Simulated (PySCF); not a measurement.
C3H6BFO2. Atoms are numbered in the order given.

```xyz
13

C     -1.8033    -0.7292    -0.2365
C     -0.5092    -0.1507     0.2590
F     -0.3006    -0.6144     1.5573
O     -0.5199     1.2555     0.2560
C      0.8031     1.4752    -0.2979
B      0.8962    -0.0850    -0.5216
O      1.7611    -0.9099    -1.1148
H     -1.7850    -1.8271    -0.1858
H     -2.6252    -0.3606     0.3964
H     -1.9935    -0.4172    -1.2730
H      0.7651     2.1330    -1.1831
H      1.4881     1.9280     0.4407
H      1.5023    -1.8381    -1.0796
```

Geometry: PBE0-D3(BJ)/def2-SVP. The structure was generated by enumeration; whether it is a known compound was not checked. One conformer was computed; it need not be the lowest.

The numbers are results of PySCF with PBE/def2-TZVP, not measurements.

Atomic charges (e):

```
atom  Mulliken  Löwdin  meta-Löwdin
----  --------  ------  -----------
C1       -0.34   -0.27        -0.37
C2        0.19   -0.45         0.34
F3       -0.19    0.15        -0.32
O4       -0.22    0.26        -0.36
C5       -0.13   -0.22        -0.15
B6        0.09   -0.63         0.28
O7       -0.30    0.26        -0.43
H8        0.11    0.13         0.12
H9        0.12    0.14         0.13
H10       0.12    0.14         0.13
H11       0.11    0.14         0.12
H12       0.11    0.14         0.13
H13       0.32    0.22         0.36
```

Give the Mayer and Wiberg (Löwdin basis) orders of the bonds. (Estimate from the structure and the level; the computed values follow.)


```tsv
bond	Mayer	Wiberg
C1–C2	0.96	1.26
C2–F3	1.00	1.57
C2–O4	1.09	1.44
O4–C5	0.98	1.33
C2–B6	0.94	0.99
C5–B6	1.04	1.18
B6–O7	1.51	2.11
C1–H8	0.96	0.89
C1–H9	0.96	0.88
C1–H10	0.96	0.89
C5–H11	0.93	0.86
C5–H12	0.92	0.85
O7–H13	0.87	0.93
```
